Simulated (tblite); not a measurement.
C6H10FNSi2.
Structure used (GFN2-xTB), in Å, numbered top down from 1:
```xyz
20
C6H10FNSi2 angstrom
N     -2.999    1.703   -1.530
C     -2.278    1.343   -0.716
C     -1.339    0.896    0.266
Si     0.362    1.777   -0.008
C      1.225    0.181   -0.592
Si     2.341   -0.638    0.728
C      0.060   -0.751   -0.981
C     -1.029   -0.557    0.027
C     -1.636   -1.523    0.693
F     -1.333   -2.825    0.504
H     -1.772    1.062    1.253
H      0.823    2.329    1.266
H      0.244    2.817   -1.031
H      1.843    0.368   -1.473
H      2.927   -1.849    0.152
H      1.546   -0.980    1.908
H      3.387    0.319    1.094
H      0.366   -1.797   -1.029
H     -0.330   -0.469   -1.965
H     -2.414   -1.395    1.432
```

Computed values, GFN2-xTB/tblite, gas phase, harmonic and unscaled. This tight-binding method is rough: wavenumbers can miss measured ones by several per cent, in bad cases by 10 to 20. Modes of hydrogen on silicon can be 10 to 20 % off. One conformer, not necessarily the lowest.

Harmonic wavenumbers (cm⁻¹): 27.2, 57.1, 100.1, 113.7, 129.0, 179.3, 203.5, 266.1, 287.6, 347.5, 397.2, 426.1, 449.8, 476.4, 510.5, 523.7, 533.2, 615.9, 620.8, 641.4, 691.5, 741.7, 769.0, 773.3, 781.0, 785.1, 791.5, 812.6, 862.8, 978.0, 1022.9, 1036.8, 1059.4, 1085.4, 1103.9, 1165.2, 1172.1, 1195.3, 1233.0, 1278.2, 1314.2, 1481.4, 1737.6, 2258.8, 2261.1, 2266.1, 2277.1, 2288.1, 2392.3, 2926.2, 2950.6, 2964.6, 2991.7, 3077.4.

A = 1145, B = 855.4, C = 552.9 MHz; mass 171.034 u (most abundant isotopes); point group C1, symmetry number 1.

Question: What is the zero-point energy?

Answer: Half the sum of the wavenumbers: 29716 cm⁻¹ = 84.96 kcal/mol.

Question: Entropy at 298.15 K, 1 bar (ideal gas, RRHO, classical rotation)?

Answer: Translation 41.34, rotation 30.76, vibration 38.09: S = 110.2 cal/(mol K).

Question: And Cp and H(298.15 K) − H(0)?

Answer: Cp = 47.98 cal/(mol K), of which vibrations give 40.03 (their classical limit is 54 R = 107.3); H(298.15 K) − H(0) = 8.31 kcal/mol without the zero-point energy, 5.94 from vibrations.

Question: Which modes carry the vibrational entropy at 298.15 K?

Answer: 27.2 cm⁻¹: 6.02; 57.1 cm⁻¹: 4.55; 100.1 cm⁻¹: 3.45; 113.7 cm⁻¹: 3.20; 129.0 cm⁻¹: 2.96; 179.3 cm⁻¹: 2.34 cal/(mol K); the other 48 give 15.56 together.

Question: What must be added to the electronic energy to get the Gibbs energy at 298.15 K and 1 bar?

Answer: ZPE + [H(298.15 K) − H(0)] − T·S = 84.96 + 8.31 − 32.86 = 60.41 kcal/mol.

Hindered rotation and anharmonicity are outside this model. Other conformers, if any are populated, would add a mixing term that is left out. The structure is chiral; the term R ln 2 for an equal mix with its mirror image is left out.
